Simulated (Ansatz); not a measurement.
Species: ZnBr, net charge 1, singlet state. 
Coordinates optimised at B3LYP-D3(BJ)/def2-TZVP (Ansatz, a program for electronic structure):
SMILES: [Br][Zn+]
```xyz
2

Zn     0.0000     0.0000    -1.1921
Br     0.0000     0.0000     1.0218
```
Charge +1, spin multiplicity 1.

Basis-set convergence of Hartree-Fock and MP2 correlation energies (hartree) with Ansatz. Valence correlation only, unless marked. Spin-orbit coupling is left out. The frozen core is the preceding noble-gas configuration, with the filled d and f shells of earlier blocks. No relativistic terms.

| basis | functions | E(HF) | E(corr, MP2) |
|---|---|---|---|
| def2-SVP | 63 | -4349.40840 | -0.39357 |
| def2-TZVPP | 112 | -4349.96801 | -0.62084 |
| def2-QZVPP | 189 | -4350.05996 | -0.67033 |

Extrapolating the two largest sets (X = 3 and 4) as X^-3: E(corr) = (64·(-0.67033) - 27·(-0.62084))/37 = -0.7064 Eh, an estimate of the basis-set limit. The largest set recovers 94.9 % of it, the smallest 55.7 %.
